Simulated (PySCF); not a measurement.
```xyz
3
charge 0 multiplicity 3, angstrom
Mo    0.0000    0.0000   -0.2263
O     1.4273    0.0000    0.6912
O    -1.4273    0.0000    0.6912
```

These are results of PySCF, UB3LYP, basis Mo def2-TZVP with ECP28, O def2-TZVP (scalar-relativistic core potentials, no spin–orbit coupling, density fitting), not measurements.

This geometry of MoO₂ is a stationary point at this level.

What is the point group?

C2v.

Is it a minimum?

Yes: all harmonic wavenumbers are real.

Which band is strongest in the infrared?

955 cm⁻¹ (b2), 269 km/mol.

What are the dipole moment and the gap between the highest occupied and lowest empty levels of either spin?

4.51 D and 2.59 eV.

Give the ideal-gas entropy at 298.15 K and 1 bar by parts.

translation 169.6, rotation 91.1, vibration 6.6, spin 9.1; total 276.4 J/(mol K).

Only a few start shapes were tried, so a lower isomer may exist. Other spin states or occupations of the open shell can lie lower.
